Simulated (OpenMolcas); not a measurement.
Co3+ in Cs2NaYF6: curves along the breathing mode

Co3+ with its 6 nearest fluoride ions, on the Y site of Cs2NaYF6 (a = 9.075 Å, distance in the model lattice 2.178 Å). The rest of the host is ab initio model potentials to 7.6 Å, with orthogonalisation functions on the cations behind the ligands, and point charges beyond; the distance is set by hand and nothing relaxes. Ligand basis ANO-RCC-VDZP.

- Program: OpenMolcas
- Method: SS-CASPT2, IPEA 0.25 Eh, imaginary shift 0.1 Eh (closed shells correlated: 3s 3p and the ligand valence shells)
- Basis: ANO-RCC-VDZP [5s4p2d1f]
- Scalar Hamiltonian: DKH2, point nucleus
- Active space: 6 electrons in 5 orbitals (3d)
- State averaging: 2S+1 = 5 even, 5 roots; 2S+1 = 3 even, 45 roots; 2S+1 = 1 even, 50 roots
- Spin-orbit coupling: RASSI with atomic mean-field integrals over the reference wave functions

Spin-free energies (labels of O, the rotations of Oh) in cm-1 above the lowest fitted minimum, as all ligands move together:

```
R (Å)   5T2    1A1    3T1    3T2     5E  3T2(2)  3T1(2)
1.878   170   -950   4890   8650  16260   19050   18840
1.922   140   1170   5910   9450  14790   18760   18690
1.966  1790   4510   8380  11640  15220   20070   20190
 2.01  4830   8810  11990  15020  17190   22700   23020
2.055  9100  13970  16620  19440  20520   26440   27080
```

Quadratic fits give the following; the wavenumber is harmonic, with the mass of all moving ligands, small differences in it between states hang on the degree of the fit, a number in brackets counts states of one label, and the table is a selection of at most 14 states with clean curves.

| State | R0 (Å) | Breathing mode (cm-1) | Minimum (cm-1) |
| --- | --- | --- | --- |
| 5T2 | 1.895 | 461 | 0 |
| 5E | 1.936 | 489 | 14840 |
| 3T2(2) | 1.904 | 447 | 18770 |
| 3T1(2) | 1.899 | 456 | 18630 |
| 3T1(3) | 1.905 | 454 | 21350 |
| 3E | 1.900 | 447 | 22550 |
| 1A1(2) | 1.907 | 427 | 26260 |
| 1E | 1.901 | 439 | 26410 |
| 3A2 | 1.920 | 459 | 29610 |
| 3E(2) | 1.940 | 479 | 33660 |
| 3T2(4) | 1.940 | 483 | 35840 |

The minimum of 5E is shifted by +0.0404 Å against 5T2 (from the unrounded fits). With M = 114.0 u for the moving shell, the Huang-Rhys factor in this mode is S = M ω ΔR² / 2ħ = 0.01483 × 114.0 × 461 × 0.0404² = 1.27. Only the first shell moves, against a rigid host.

Roots that are degenerate in the reference are averaged as groups; the widest CASPT2 spread within a group is 2100 cm-1 (the 2-fold group of multiplicity 1 near 39900 cm-1 above the lowest state of its run, R = 2.055). Shifts and gaps below about the spread of the groups concerned are not significant. Over all roots computed the reference weight is 0.68 to 0.73 in R = 1.878, 0.67 to 0.73 in R = 1.922, 0.66 to 0.73 in R = 1.966, 0.65 to 0.73 in R = 2.01, 0.58 to 0.72 in R = 2.055; the roots of lowest weight are the least certain, and an intruder state may touch them. A single d shell leaves out the double-shell effect, which counts most for late 3d ions, where the CASPT2 field can be off either way by tens of per cent. Ligand-to-metal charge-transfer states are missing. These CASPT2 states fit no ligand-field parameters well, so their order and spin gaps are uncertain. With no ligand orbital active B as a rule stays too high, so bands that hang on it stand too high and its fall with covalency is understated. With one d shell and no ligand orbital active, 10Dq can be off by a tenth or more. This shell can be high or low spin here, a state of another spin lies low, and with metal d orbitals alone active their balance is uncertain, so the ground spin may be wrong, although the usual error favours high spin (holds for R = 1.878). An orbital triplet at a regular site is open to Jahn-Teller coupling, which can distort the site and quench the lowest spin-orbit gaps and is left out (holds for R = 1.922; R = 1.966; R = 2.01; R = 2.055). This shell can be high or low spin here, a state of another spin lies low, and with metal d orbitals alone active their balance is uncertain, so the ground spin may be wrong (holds for R = 1.922; R = 1.966; R = 2.01; R = 2.055). No measured value stands beside these numbers.
